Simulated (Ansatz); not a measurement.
Job for Ansatz (an electronic-structure program): U-CCSD(T)/cc-pVTZ on As2, a point of a bond scan (R = 1.683 Å). The run froze 28 orbitals, filled d shells among them.

Ansatz 0.2 input:
```yaml
crystal:
  periodic: [false, false, false]
  atoms:
    - {symbol: As, position_ang: [-0.00000000, -0.00000000, -1.05206769]}
    - {symbol: As, position_ang: [0.00000000, 0.00000000, 0.63124061]}
basis:
  gaussian:
    orbitals: cc-pVTZ
correlation: {method: ccsd_t, electrons: outside_noble_gas}
scf: {omitted_lower_state_checks: [cluster_reference]}
magnetization: {spin_polarized: true, initial_magnetization: 0}
```

It printed:

```
WARN ansatz: RAYON_NUM_THREADS=1 ignored (pool sized by the plan → 1); use --threads N
Functional definition: HF
these checks for a lower state are left out or cut short: cluster_reference
integrals: 0.11 GiB planned
573 factors; integrals over basis functions are off by at most 8.9e-4 eV
mean field: 0.38 GiB planned
mean field evaluation 1: about -121589.2226 eV, gradient 5.4e0 eV
mean field evaluation 2: about -121589.2634 eV, gradient 5.4e0 eV
mean field evaluation 4: about -121589.4640 eV, gradient 6.6e-1 eV
mean field evaluation 8: about -121589.4663 eV, gradient 1.4e-4 eV
mean field evaluation 16: about -121589.1748 eV, gradient 1.8e0 eV
mean field -121589.46632476 eV, -4468.3304711347 hartree, gradient 2.3e-6 eV, S^2 0.000000; 2 other end points of the search recorded, 0 dependent functions left out
28 core orbitals not correlated
reference -121589.46632476 eV, -4468.3304711347 hartree; 5, 5 occupied and 53, 53 virtual orbitals, 573 factors
second order -6.11529836 eV of doubles, -0.00000000 eV of singles
coupled cluster: 0.19 GiB planned
cycle   1  -6.43852680 eV  change   -3.2e-1 eV  update   6.2e-2
cycle   2  -6.62364905 eV  change   -1.9e-1 eV  update   2.0e-2
cycle   3  -6.64718338 eV  change   -2.4e-2 eV  update   6.9e-3
cycle   4  -6.64646685 eV  change    7.2e-4 eV  update   1.8e-3
cycle   5  -6.64646619 eV  change    6.6e-7 eV  update   3.9e-4
cycle   6  -6.64641034 eV  change    5.6e-5 eV  update   1.1e-4
cycle   7  -6.64643217 eV  change   -2.2e-5 eV  update   2.4e-5
cycle   8  -6.64643823 eV  change   -6.1e-6 eV  update   5.7e-6
perturbative correction -0.35700758 eV, -0.0131197866 hartree
Total energy: -121596.46977057 eV, -4468.5878430209 hartree
Checks for a lower state left out: cluster_reference
```

Self-consistency was reached.

Cost: very roughly 4 core-seconds.
